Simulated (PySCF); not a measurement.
CH3NO3Si. Atoms are numbered in the order given.

```xyz
9

Si    -0.9051    -0.0578     0.4013
O     -1.6545    -1.2058    -0.5337
O     -1.5933     1.4341     0.1164
N      0.7865     0.1049     0.0251
C      1.9748    -0.0872    -0.1173
O      3.1366    -0.2378    -0.2707
H     -1.0438    -0.5342     1.8018
H     -1.7908    -0.9614    -1.4662
H     -0.9594     2.1711     0.0780
```
Charge 0, spin multiplicity 1.

Geometry: PBE-D3(BJ)/def2-SVP. The structure was generated by enumeration, and PubChem lists no compound with its InChIKey, so it may never have been made. Other conformers were not sampled.

Calculation: PBE-D3(BJ)/def2-SVP run with PySCF 2.14.0.

Frequencies are harmonic and unscaled.

Computed harmonic wavenumbers and intensities:
```json
[
 {"mode": "1", "ν (cm⁻¹)": "47", "IR (km/mol)": "0.2", "moving atoms (share of kinetic energy)": "O 57 %, N 37 %"},
 {"mode": "2", "ν (cm⁻¹)": "53", "IR (km/mol)": "1.1", "moving atoms (share of kinetic energy)": "N 50 %, O 42 %"},
 {"mode": "3", "ν (cm⁻¹)": "142", "IR (km/mol)": "92.5", "moving atoms (share of kinetic energy)": "H 66 %, O 30 %"},
 {"mode": "4", "ν (cm⁻¹)": "207", "IR (km/mol)": "34.5", "moving atoms (share of kinetic energy)": "H 80 %, N 9 %"},
 {"mode": "5", "ν (cm⁻¹)": "273", "IR (km/mol)": "31.2", "moving atoms (share of kinetic energy)": "O 40 %, N 29 %, H 17 %, Si 9 %"},
 {"mode": "6", "ν (cm⁻¹)": "326", "IR (km/mol)": "86.7", "moving atoms (share of kinetic energy)": "O 48 %, H 24 %, N 13 %, Si 8 %"},
 {"mode": "7", "ν (cm⁻¹)": "363", "IR (km/mol)": "47.4", "moving atoms (share of kinetic energy)": "O 37 %, H 30 %, Si 27 %"},
 {"mode": "8", "ν (cm⁻¹)": "563", "IR (km/mol)": "53.4", "moving atoms (share of kinetic energy)": "C 35 %, Si 32 %, O 25 %"},
 {"mode": "9", "ν (cm⁻¹)": "586", "IR (km/mol)": "29.0", "moving atoms (share of kinetic energy)": "C 71 %, O 15 %, N 13 %"},
 {"mode": "10", "ν (cm⁻¹)": "596", "IR (km/mol)": "61.0", "moving atoms (share of kinetic energy)": "C 48 %, O 19 %, N 19 %, Si 13 %"},
 {"mode": "11", "ν (cm⁻¹)": "752", "IR (km/mol)": "62.2", "moving atoms (share of kinetic energy)": "H 78 %, O 19 %"},
 {"mode": "12", "ν (cm⁻¹)": "770", "IR (km/mol)": "104.2", "moving atoms (share of kinetic energy)": "H 65 %, O 32 %"},
 {"mode": "13", "ν (cm⁻¹)": "820", "IR (km/mol)": "117.8", "moving atoms (share of kinetic energy)": "H 79 %, O 16 %"},
 {"mode": "14", "ν (cm⁻¹)": "853", "IR (km/mol)": "352.3", "moving atoms (share of kinetic energy)": "H 54 %, O 24 %, Si 22 %"},
 {"mode": "15", "ν (cm⁻¹)": "890", "IR (km/mol)": "101.0", "moving atoms (share of kinetic energy)": "H 60 %, O 23 %, Si 17 %"},
 {"mode": "16", "ν (cm⁻¹)": "956", "IR (km/mol)": "192.8", "moving atoms (share of kinetic energy)": "Si 48 %, O 36 %, H 17 %"},
 {"mode": "17", "ν (cm⁻¹)": "1465", "IR (km/mol)": "40.0", "moving atoms (share of kinetic energy)": "N 57 %, O 40 %"},
 {"mode": "18", "ν (cm⁻¹)": "2259", "IR (km/mol)": "120.3", "moving atoms (share of kinetic energy)": "H 96 %"},
 {"mode": "19", "ν (cm⁻¹)": "2396", "IR (km/mol)": "1166.8", "moving atoms (share of kinetic energy)": "C 70 %, N 18 %, O 12 %"},
 {"mode": "20", "ν (cm⁻¹)": "3760", "IR (km/mol)": "81.9", "moving atoms (share of kinetic energy)": "H 94 %"},
 {"mode": "21", "ν (cm⁻¹)": "3772", "IR (km/mol)": "77.6", "moving atoms (share of kinetic energy)": "H 94 %"}
]
```
